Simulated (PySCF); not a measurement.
# Dipole response of Cr⁺ (chromium, charge +1)

[Ar] 3d5, high-spin 6S determinant. All numbers are calculated (PySCF 2.14, no relativity, point nucleus, in aug-cc-pwCVTZ (10s9p7d4f3g, 127 functions)). Coupled (time-dependent) response in atomic units; α is the mean over directions.

```
method  mean α (bohr³)  C₆ (like pair)  S(−4)
  PBE0           11.92           44.07  173.5
```

S(−4) is the Cauchy moment in α(ω) = α(0) + S(−4) ω² + …

α(iu) at PBE0:

```json
{"u (hartree)": "0", "α(iu) (bohr³)": "11.92"}
{"u (hartree)": "0.0500", "α(iu) (bohr³)": "11.51"}
{"u (hartree)": "0.100", "α(iu) (bohr³)": "10.52"}
{"u (hartree)": "0.200", "α(iu) (bohr³)": "8.283"}
{"u (hartree)": "0.300", "α(iu) (bohr³)": "6.672"}
{"u (hartree)": "0.500", "α(iu) (bohr³)": "4.814"}
{"u (hartree)": "0.750", "α(iu) (bohr³)": "3.537"}
{"u (hartree)": "1.00", "α(iu) (bohr³)": "2.745"}
{"u (hartree)": "1.50", "α(iu) (bohr³)": "1.821"}
{"u (hartree)": "2.00", "α(iu) (bohr³)": "1.307"}
{"u (hartree)": "3.00", "α(iu) (bohr³)": "0.7703"}
{"u (hartree)": "5.00", "α(iu) (bohr³)": "0.3611"}
```

A single London oscillator, α(iu) = α/(1 + u²/ω²), gives C₆ = (3/4) ω α². Matching the computed C₆ needs ω = 4 × 44.07 / (3 × 11.92²) = 0.414 hartree.

For an ion, C₆ is the dispersion term alone; charge-induced terms of lower order in 1/R come first.
